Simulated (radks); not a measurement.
Results of a calculation; reference values are marked as such.
Ionisation of Sb13+, [Kr] 4d2, to Sb14+, [Kr] 4d1, under several functionals. Dirac Kohn-Sham, spin-unpolarised, spherical densities, finite nucleus; open shells fill j = l - 1/2 first; a radial shooting solver on a logarithmic mesh with Libxc functionals.

| functional | E(Sb13+) (hartree) | Exc (hartree) | IE (eV) | -e(HOMO) (eV) | <r> HOMO (bohr) | IE error (eV) |
|---|---|---|---|---|---|---|
| OLYP | -6427.66073 | -162.94189 | 292.64 | 279.21 | 0.8321 | +0.6 |
| revPBE | -6425.54875 | -160.74208 | 291.73 | 278.32 | 0.8336 | -0.3 |
| LDA (Slater exchange, Perdew-Wang correlation) | -6419.67629 | -154.79531 | 291.98 | 278.54 | 0.8331 | 0.0 |
| exchange-only LDA | -6415.63506 | -150.72414 | 289.82 | 276.39 | 0.8343 | -2.2 |
| XLYP | -6426.51756 | -161.71344 | 291.59 | 278.17 | 0.8349 | -0.4 |

NIST Atomic Spectra Database: 292 eV (theoretical). Closest: LDA (Slater exchange, Perdew-Wang correlation). The Delta-SCF values span 2.82 eV, the total energies 12.03 hartree. The highest occupied level is 4d3/2. Spin polarisation and multiplet splitting are left out, so open shells lie too high by an amount that depends on their filling.

Beside tabulated values, note that spin-unpolarised runs miss the spin-polarisation part of the exchange energy of open shells.
